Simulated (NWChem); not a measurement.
Species: C2H6OSi; SMILES O=CC[SiH3]

```xyz
10

O     -0.4665     2.1116    -0.2183
C      0.1600     1.2862     0.3912
C      0.8021     0.0805    -0.2172
Si    -0.2492    -1.4904     0.0030
H      0.2802     1.3675     1.5049
H      1.7740    -0.1193     0.2645
H      0.9469     0.2448    -1.2967
H     -1.5448    -1.3444    -0.7205
H     -0.5173    -1.7221     1.4545
H      0.5083    -2.6534    -0.5463
```
Atoms are numbered in this order, from 1.

Program: NWChem. Pople sets run with spherical d functions. Geometry: optimised at PBE0/def2-SVP. Ions are spin-unrestricted doublets at the neutral geometry; other ion states weren't tried. Functional: LC-ωPBE (HJS hole) with 6-31G*; the question gives the range parameter ω in 1/bohr.

Question: Estimate the computed values for range parameter (1/bohr) 0.80. Quantities: vertical ionisation energy, ΔSCF (eV); −ε(HOMO) (eV).

Answer: 
```json
{
  "vertical ionisation energy, ΔSCF (eV)": "10.07",
  "−ε(HOMO) (eV)": "11.56"
}
```
